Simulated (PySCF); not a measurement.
Ga(Br)2(Vi), C₂H₃Br₂Ga, SMILES [Ga]([CH]=C)([Br])[Br], singlet, PBE0/def2-SVP optimised geometry.

```
8

Ga     0.37    -0.27     0.00
Br     2.65    -0.27     0.00
Br    -0.65    -2.32     0.00
C     -0.70     1.35     0.00
C     -2.03     1.29    -0.01
H     -0.19     2.32     0.01
H     -2.65     2.20    -0.01
H     -2.58     0.34    -0.02
```

Density from PBE0/def2-TZVP in PySCF at that geometry.

Minimum of the electron density along straight lines between bonded atoms, close to the bond critical point (lines longer than 1.1 times the sum of covalent radii, or with two minima, are not listed):

```
bond     length / Å  ρ at the minimum / e bohr⁻³  ∇²ρ there / e bohr⁻⁵  position (fraction from the first atom)
-------  ----------  ---------------------------  --------------------  ---------------------------------------
Ga1–Br2       2.283                        0.087                  0.16                                     0.43
Ga1–Br3       2.288                        0.086                  0.16                                     0.43
Ga1–C4        1.934                          [?]                   [?]                                     0.48
C4–C5         1.338                          [?]                 -1.04                                     0.50
C4–H6         1.096                        0.275                 -0.95                                     0.65
C5–H7         1.097                        0.278                 -0.97                                     0.65
C5–H8         1.096                        0.279                 -0.98                                     0.65
```

Question: Fill in the missing entries.

Answer: 
- Ga1–C4, ρ at the minimum / e bohr⁻³: 0.122
- Ga1–C4, ∇²ρ there / e bohr⁻⁵: 0.21
- C4–C5, ρ at the minimum / e bohr⁻³: 0.346
